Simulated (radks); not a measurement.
Values are calculated unless marked as measured or tabulated.
Spin polarisation of the 3d2 shell in Ti2+. Start: [Ar] 3d(up 1, down 1); electrons of 3d are moved from spin down to spin up, other shells keep equal spins. Code: a radial shooting solver on a logarithmic mesh with Libxc functionals. Model: scalar-relativistic Kohn-Sham, BLYP, spin-polarised, spherical densities, finite nucleus; Fermi nuclear charge, rms radius of each element as measured or else 0.836 A^(1/3) + 0.57 fm.

moment (Bohr magnetons)	E - E(0) (eV)	e(3d up) (eV)	e(3d down) (eV)	3p down minus up (eV)
0	0.000	-19.692	-19.692	0.000
0.5	-0.052	-19.889	-19.472	0.467
1	-0.208	-20.061	-19.231	0.932
1.5	-0.466	-20.206	-18.975	1.393
2	-0.823	-20.323	-18.703	1.846

At moment 2 the spin-polarisation energy is -0.823 eV and the 3d exchange splitting 1.620 eV, that is 0.810 eV per Bohr magneton; E = -I m^2/4 would give I = 0.823 eV.
